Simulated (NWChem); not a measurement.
**Basis-set convergence for FNa**

SMILES: [F][Na]
```xyz
2

Na     0.0000     0.0000    -0.8497
F      0.0000     0.0000     1.0385
```
Charge 0, spin multiplicity 1.

The numbers come from NWChem runs, not from measurements. Structure: optimised with PBE0/def2-SVP, a minimum by its harmonic frequencies.

Quantity: dipole moment at the level PBE.

The Pople sets run with spherical d functions. The structure started from a generated list of species.

```json
[
 {"basis": "STO-3G", "functions": "14", "dipole moment (D)": "5.17"},
 {"basis": "def2-SVP", "functions": "29", "dipole moment (D)": "6.73"},
 {"basis": "6-31G*", "functions": "32", "dipole moment (D)": "6.48"},
 {"basis": "cc-pVDZ", "functions": "32", "dipole moment (D)": "7.06"},
 {"basis": "def2-SVPD", "functions": "41", "dipole moment (D)": "7.81"},
 {"basis": "6-311G**", "functions": "44", "dipole moment (D)": "(withheld)"},
 {"basis": "aug-cc-pVDZ", "functions": "50", "dipole moment (D)": "(withheld)"},
 {"basis": "def2-TZVPP", "functions": "63", "dipole moment (D)": "7.40"},
 {"basis": "def2-TZVP", "functions": "63", "dipole moment (D)": "7.40"},
 {"basis": "def2-TZVPD", "functions": "75", "dipole moment (D)": "(withheld)"}
]
```

Q: Complete the blanks.

A: 
- 6-311G**, dipole moment (D): 6.81
- aug-cc-pVDZ, dipole moment (D): 7.79
- def2-TZVPD, dipole moment (D): 7.63
